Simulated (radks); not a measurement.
The numbers below are computed, except where a source is named.
The holmium ion Ho52+, 15 electrons, occupied as [Ne] 3s2 3p3. Code: a radial shooting solver on a logarithmic mesh with Libxc functionals. Model: scalar-relativistic Kohn-Sham, r2SCAN, spin-polarised, spherical densities, finite nucleus; open shells are filled with parallel spins first (spin-orbit coupling, left out, can overturn this in heavy ions); meta-GGA in the generalised Kohn-Sham scheme; Fermi nuclear charge, rms radius 5.2022 fm.

Unscreened Slater integrals over Kohn-Sham orbitals (cm^-1). They are taken over the spin-up orbitals.

integral,value
"F0(3p,3p)",959260
"F2(3p,3p)",480570
"F0(3p,3s)",945690
"G1(3p,3s)",611340
"F0(3p,2p)",1267600
"F2(3p,2p)",328230
"G0(3p,2p)",131260
"G2(3p,2p)",145420
"F0(3p,2s)",1231900
"G1(3p,2s)",103920
"F0(3s,3s)",935230
"F0(3s,2p)",1223000
"G1(3s,2p)",128600
"F0(3s,2s)",1199100
"G0(3s,2s)",103620
"F0(2p,2p)",2599400
"F2(2p,2p)",1232700
"F0(2p,2s)",2404700
"G1(2p,2s)",1371200
"F0(2s,2s)",2282300

Derived for the open shells (J is the average intra-shell exchange parameter used in DFT+U). 3p: J = F2/5 = 96110 cm^-1.
